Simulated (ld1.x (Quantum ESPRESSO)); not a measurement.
# Before and after: ultrasoft potential for strontium

* Element: Sr
* Generator: ld1.x (Quantum ESPRESSO) 7.5
* Type: ultrasoft
* Functional: PBE
* Relativity: scalar-relativistic
* Frozen core: [Ar] 3d10
* Valence charge: 10
* Reference configuration: 4s2 4p6 4d0 5s1.75 5p0.25
* Partial waves: 4s (bound): rcut 2.00, rcutus 2.50 bohr; 5s (bound): rcut 2.00, rcutus 2.50 bohr; 4p (bound): rcut 2.45, rcutus 2.75 bohr; 5p (bound): rcut 2.45, rcutus 2.75 bohr; 4d (bound, empty): rcut 2.40, rcutus 3.30 bohr; 4d channel at 1.15 Ry: rcut 2.40, rcutus 3.30 bohr; 4f channel at 0.45 Ry: rcut 2.10, rcutus 2.70 bohr; 4f channel at 2.4 Ry: rcut 2.10, rcutus 2.70 bohr
* Local potential: all-electron potential smoothed inside 2.50 bohr (lloc = -2)
* Core correction: a·sin(br)/r model core inside 2.45 bohr
* Augmentation charge: PSQ, inside the norm-conserving radii

Change: waves 4d (bound): rcut 2.40, rcutus 3.06 bohr; 4d channel at 1.15 Ry: rcut 2.40, rcutus 3.06 bohr.

Cutoffs: the cutoffs (Ry, on a coarse ladder) from which the occupation-weighted sum of valence levels, in a spherical-Bessel basis at the reference potential, stays within 10 and 1 mRy of its value at 400 Ry; they do not see the model core or the augmentation charge, which bear on the density cutoff. Errors are all-electron minus pseudo energies relative to the spin-unpolarised reference configuration.

Problem. What does the change do?

Solution. The potential gets neither clearly harder nor softer (15 Ry and 18 Ry → 15 Ry and 18 Ry); the errors of the 6 common tests hardly move; neither file shows a bound ghost at the reference potential, the only one tested.

```csv
quantity,base,changed
"cutoff, loose",15 Ry,15 Ry
"cutoff, tight",18 Ry,18 Ry
bound ghosts,none,none
"tests counted (converged, no solver errors)",6 of 7,6 of 7
"error for 4s2 4p6 4d0 5s2 5p0, meV [ΔE -0.56 eV]",-0.7,-0.7
"error for 4s2 4p6 4d0 5s1 5p0, meV [ΔE 5.32 eV]",-0.1,-0.1
"error for 4s2 4p6 4d0 5s0 5p0, meV [ΔE 16.33 eV]",-4.4,-4.4
"error for 4s2 4p6 4d1 5s0 5p0, meV [ΔE 7.09 eV]",-8.1,-9.0
"error for 4s2 4p6 4d0 5s1.5 5p0, meV [ΔE 1.78 eV]",-0.3,-0.3
"error for 4s2 4p6 4d1 5s1 5p0, meV [ΔE 1.76 eV]",-2.5,-2.8
lowest overlap eigenvalue by channel,"s 0.09, p 0.09, d 0.25, f 0.97","s 0.09, p 0.09, d 0.31, f 0.97"
```

Base: Tests not counted: 4s2 4p5 4d0 5s2 5p0 (solver errors, printed error -476 eV). Changed file: Tests not counted: 4s2 4p5 4d0 5s2 5p0 (solver errors, printed error -476 eV).
